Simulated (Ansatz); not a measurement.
`B1NC[SiH2]1`. The species carries charge 0 and has multiplicity 1.

```xyz
10

B     0.4976   -0.8956   -0.9464
N     1.1072   -0.2610    0.1343
C     0.1492    0.6014    0.8416
Si   -1.1957    0.0644   -0.4264
H     1.0315   -1.6523   -1.6976
H     2.0659   -0.3307    0.4528
H    -0.0063    0.2938    1.8794
H     0.4422    1.6549    0.8273
H    -2.3494   -0.6586    0.1796
H    -1.7424    1.1837   -1.2445
```

(1) List the harmonic frequencies (cm⁻¹, unscaled) at PBE0-D4/def2-TZVP in Ansatz. (Estimate.)

(2) Is this a minimum?

(3) Give the ideal-gas thermochemistry at 298.15 K and 1 bar (rigid rotor, harmonic oscillator; point group Cs, symmetry number 1).

(4) Rotational constants (cm⁻¹)?

Answers

(1) Ansatz gave: 198, 433, 515, 579, 605, 687, 735, 755, 833, 873, 918, 961, 1040, 1177, 1183, 1253, 1435, 1501, 2202, 2208, 2657, 3053, 3103, 3548.

(2) Yes, all 24 modes are real.

(3) Zero-point energy 194.1 kJ/mol; H(298) − E = 209.3 kJ/mol; entropy 290.8 J/(mol·K), of which translation 162.0, rotation 102.8, vibration 25.9; G(298) − E = 122.6 kJ/mol.

(4) 0.3525, 0.2058, 0.1397.
